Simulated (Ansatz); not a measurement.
Total energies of Ta₂O₆H₂ from Ansatz at HSE06-D4/def2-TZVPD, gas phase (1 Eh = 27.2114 eV = 2625.5 kJ/mol). The reference geometry is relaxed at PBE-D4/def2-SVP.

```csv
atom,x (Å),y (Å),z (Å)
Ta1,1.019,0.048,0.407
Ta2,-1.633,-0.061,-1.097
O3,-3.050,0.160,-0.119
O4,-0.380,-1.517,-0.566
O5,0.172,-1.743,0.776
O6,1.516,0.837,2.070
O7,-0.313,1.200,-0.555
O8,2.452,-0.133,-0.557
H9,-2.136,0.076,-2.821
H10,2.354,1.134,2.463
```

```csv
state,geometry,energy (Eh)
charge 0 singlet,reference,-566.55588
charge -1 doublet,reference,-566.61070
free Ta atom (quartet),–,-56.82184
free O atom (triplet),–,-75.01582
free H atom (doublet),–,-0.50075
```

In the def2 sets Ta takes a core potential; there is no spin–orbit coupling. HSE06 is defined as in plane-wave codes, on full-range PBE exchange. The structure holds one bond between oxygen atoms, so isomers without such links may lie far lower.

Work out the vertical electron affinity, to the doublet.

E(charge 0 singlet) − E(charge -1 doublet) = -566.55588 − (-566.61070) = 0.05482 Eh = 1.49 eV.

What is the binding energy per atom against free atoms?

Atoms: 2 × (-56.82184) + 6 × (-75.01582) + 2 × (-0.50075) = -564.74010 Eh. Binding: -564.74010 − (-566.55588) = 1.81578 Eh = 49.41 eV, or 4.94 eV for each of 10 atoms (no zero-point energy, no counterpoise term).

At HSE06-D4/def2-TZVPD the highest occupied level of the charge -1 doublet lies above zero (up to 0.55 eV). By energy differences its removal costs 1.49 eV (vertical, to the charge 0 singlet, at HSE06-D4/def2-TZVPD); a positive level beside a positive removal energy at the same level points to self-interaction error. 

The structure comes from a short search, and lower isomers may exist.
